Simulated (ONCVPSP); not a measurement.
# Rh: ONCV pseudisation with PBE, scalar-relativistic reference atom.

```
Element                 : rhodium
Generator               : ONCVPSP 4.0.1
Type                    : optimised norm-conserving Vanderbilt (ONCV)
Functional              : PBE
Relativity              : scalar-relativistic
Frozen core             : [Ar] 3d10
Valence charge          : 17
Reference configuration : 4s2 4p6 4d8.5 5s0.5
Partial waves           : 4s+5s: rc 1.95 bohr, ncon 3, nbas 7, qcut 6.2 1/bohr, 2 projectors; 4p: rc 1.45 bohr, ncon 3, nbas 8, qcut 11 1/bohr, 2 projectors, debl 2.8 Ha; 4d: rc 2.15 bohr, ncon 4, nbas 8, qcut 8 1/bohr, 2 projectors, debl 1.5 Ha; f scattering state at 0.08 Ha: rc 1.95 bohr, ncon 4, nbas 7, qcut 6.2 1/bohr, 1 projector
Local potential         : polynomial inside 1.30 bohr (lpopt 5, dvloc0 0 Ha)
Core correction         : none
```

All-electron outer shells of the reference configuration (PBE, scalar-relativistic, ld1.x):

| shell | level (eV) | outermost node (bohr) | outermost maximum (bohr) |
| --- | --- | --- | --- |
| 3d | -298.89 | – | 0.29 |
| 4s | -80.87 | 0.47 | 0.88 |
| 4p | -48.86 | 0.47 | 0.94 |
| 4d | -4.71 | 0.46 | 1.15 |
| 5s | -3.82 | 1.19 | 2.70 |

Problem. Estimate the cutoffs (Ha) at which the residual kinetic energy of the hardest occupied pseudo-wave falls to 1 and 0.1 mHa per electron.

Solution. 35 Ha and 43 Ha.

Problem. Does the potential have ghost states?

Solution. No bound ghost flagged; no localised positive-energy state flagged.

Problem. Which valence shell sets the plane-wave cutoff?

Solution. 4p: 35 Ha for 1 mHa per electron, against 21 Ha for 4d.

Its largest configuration-test error is +3.3 meV (4s2 4p6 4d7 5s0). 1 of 4 tests not solved or not reliable.
